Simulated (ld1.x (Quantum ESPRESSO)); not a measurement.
Configuration tests for hafnium (Hf) (TM)

ld1.x (Quantum ESPRESSO) 7.5 input, shortened:

```
&input
   title='Hf', zed=72., rel=1, dft='PBESOL', iswitch=3,
   config='[Xe] 4f14 5d2 6s1 6p0'
 /
 &inputp
   pseudotype=2, tm=.true., lloc=0,
   nlcc=.false.
 /
3
5P  2  1   6.00   0.00  1.65  1.65  0.0
5D  3  2   2.00   0.00  1.95  1.95  0.0
5S  1  0   2.00   0.00  1.35  1.35  0.0
 &test
   configts(1)='5s2 5p6 5d2 6s1 6p0'
 /
```

Occupied shells without a wave of their own: 6s. They enter only through the test configuration that unscreens the potential.

Energies are relative to the spin-unpolarised reference configuration 5s2 5p6 5d2 6s1 6p0; without spin polarisation the order of configurations can differ from experiment.

```tsv
valence configuration	charge	ΔE all-electron (eV)	error AE − PS (meV)
5s2 5p6 5d2 6s2 6p0	0	-8.008	+161
5s2 5p6 5d2 6s0 6p0	+2	14.163	-242
5s2 5p6 5d1 6s0 6p0	+3	35.937	-347
5s2 5p6 5d0 6s0 6p0	+4	68.757	-533
5s2 5p6 5d3 6s0 6p0	+1	1.997	-179
5s1 5p6 5d2 6s2 6p0	+1	65.126	+27
5s2 5p6 5d1 6s2 6p0	+1	-1.469	+223
```

ld1.x printed “convergence not achieved” for 7 of the counted tests; their residual had stalled under 1e-8, short of the target of 1e-14. The 6s level has no wave, so the channel is fitted at the deeper level alone: the likely source of the large errors.
